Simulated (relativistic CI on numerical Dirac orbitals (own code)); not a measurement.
## Fe3+ (3d5) in a crystal field

Calculated by Dirac-Coulomb-Breit CI, separate exchange-only KLI orbitals for each configuration, QED by a radiative potential, valence Slater integrals scaled by 0.85, one configuration in a parametric crystal field (own radial code).

Field parameters in Wybourne normalisation: D4h B²₀ = −7Ds, B⁴₀ = 21(Dq − Dt), B⁴₄ = 21√(5/14) Dq. The field is a parameter set, without covalency.

S is read from ⟨S²⟩ = S(S + 1).

Levels (cm⁻¹, degeneracy): 0 (2), 0 (2), 1 (2), 22248 (2), 22264 (2), 25451 (2), 25523 (2), 25562 (2), 25636 (2), 29759 (2), 29796 (2), 29883 (2).

Q: Which field gives this pattern?
A. D4h, 10Dq = 29150, Ds = 1760, Dt = 10 cm⁻¹
B. D4h, 10Dq = 11850, Ds = 880, Dt = 580 cm⁻¹
C. D4h, 10Dq = 7950, Ds = -660, Dt = 430 cm⁻¹

A: B. D4h, 10Dq = 11850, Ds = 880, Dt = 580 cm⁻¹, ground level with S = 2.50.
